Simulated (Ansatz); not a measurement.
Consider the redistribution: `CC#CB(S)Cl` + `OBF` → `FB(S)Cl` + `CC#CBO`.

Gas-phase electronic energies from Ansatz, PBE0-D4/def2-TZVP geometries. CCSD(T)/CBS is the MP2 limit (def2-TZVPP, def2-QZVPP) plus CCSD(T) − MP2 in def2-TZVPP, frozen cores. This one scheme is used for every species. Each species was taken in one conformer, which may not be the lowest.

```
     species  SCS-MP2/def2-QZVPP energy (Eh)
`CC#CB(S)Cl`                      -998.78465
       `OBF`                      -200.99943
   `FB(S)Cl`                      -982.74386
    `CC#CBO`                      -217.02887
```

**Question.** Work out ΔE.

**Answer.** ΔE = (-982.74386) + (-217.02887) − (-998.78465) − (-200.99943) = 0.01135 Eh = +29.8 kJ/mol. CCSD(T)/CBS gives +27.9 kJ/mol.

Largest T1 diagnostic among the species: 0.014.

In def2-TZVPP, CCSD(T) changes the Hartree–Fock value by +4.4 kJ/mol (the triples alone add +1.5 kJ/mol) and MP2 by +9.6 kJ/mol. The D4 term adds +3.8 kJ/mol with B3LYP and +2.3 kJ/mol with PBE0; it sums over pairs of atoms, weighted by their polarisabilities, and B3LYP, whose exchange is more repulsive, gets the larger term.

B3LYP here is the variant with VWN-RPA as its local correlation; programs differ in this.
